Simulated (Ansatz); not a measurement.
Input file for Ansatz (a quantum-chemistry and plane-wave program): R-revPBE/def2-TZVPP on C3H10OSi (SMILES C[Si](C)(C)O).

Ansatz 0.2 input:
```yaml
crystal:
  periodic: [false, false, false]
  atoms:
    - {symbol: C, position_ang: [1.50140676, -0.40677975, -0.99596558]}
    - {symbol: Si, position_ang: [0.15337796, -0.07216247, 0.24917491]}
    - {symbol: C, position_ang: [-0.38169389, 1.72338487, 0.19148736]}
    - {symbol: C, position_ang: [-1.33313569, -1.17112237, -0.06093550]}
    - {symbol: O, position_ang: [0.83679137, -0.42545041, 1.72517270]}
    - {symbol: H, position_ang: [1.82215320, -1.44957686, -0.95253911]}
    - {symbol: H, position_ang: [1.15599963, -0.20216242, -2.01206983]}
    - {symbol: H, position_ang: [2.37403364, 0.22073379, -0.80377283]}
    - {symbol: H, position_ang: [-0.79871786, 1.97672916, -0.78661393]}
    - {symbol: H, position_ang: [0.46231884, 2.39052267, 0.37938234]}
    - {symbol: H, position_ang: [-1.14986787, 1.93667686, 0.93945735]}
    - {symbol: H, position_ang: [-1.76720574, -0.97459784, -1.04467432]}
    - {symbol: H, position_ang: [-2.11746625, -1.00324580, 0.68181476]}
    - {symbol: H, position_ang: [-1.05564598, -2.22666969, -0.02146934]}
    - {symbol: H, position_ang: [0.29765189, -0.31627973, 2.51155101]}
basis:
  gaussian:
    orbitals: def2-TZVPP
hamiltonian:
  xc: {name: revPBE}
scf: {lower_state_search: off}
```

The head of its log:

```
WARN ansatz: RAYON_NUM_THREADS=6 ignored (pool sized by the plan → 6); use --threads N
Functional definition: revPBE
these checks for a lower state are left out or cut short: stability, starts, cluster_reference, orbital_swaps, neighbouring_geometries, increment
integrals: 0.28 GiB planned
1569 factors; their error is unknown
mean field: 1.98 GiB planned
mean field evaluation 1: about -13175.3206 eV, gradient 1.1e2 eV
mean field evaluation 2: about -13135.1186 eV, gradient 1.6e2 eV
```

Q: Predict the final total energy.

A: -485.1058 hartree.
